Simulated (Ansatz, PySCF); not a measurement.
Caution: the highest occupied level lies above zero, so the state may not be bound. This triplet is an excited state, 0.61 eV above the relaxed singlet at the level frozen-core CCSD(T)/aug-cc-pVTZ // B3LYP-D3(BJ)/def2-TZVPD (Ansatz, a quantum-chemistry and plane-wave program).

B3LYP has the VWN-RPA correlation part, as in Gaussian. 

H4AlSi, SMILES `[AlH-][SiH3]` (excited triplet) (charge -1, multiplicity 3)

Computed with B3LYP-D3(BJ)/def2-TZVPD (PySCF).

- highest occupied spin orbital: 1.03 eV
- total energy: -14540.64 eV
- cost: very roughly 40 core-seconds

Bond lengths (Å): Al1–Si2 2.456, Al1–H3 1.623, Si2–H4 1.513, Si2–H5 1.513, Si2–H6 1.504. Angles (°): Si2–Al1–H3 119.8, Al1–Si2–H4 118.9, Al1–Si2–H5 118.9, Al1–Si2–H6 111.3, H4–Si2–H5 100.7, H4–Si2–H6 102.3, H5–Si2–H6 102.3.
Charge -1, spin multiplicity 3.
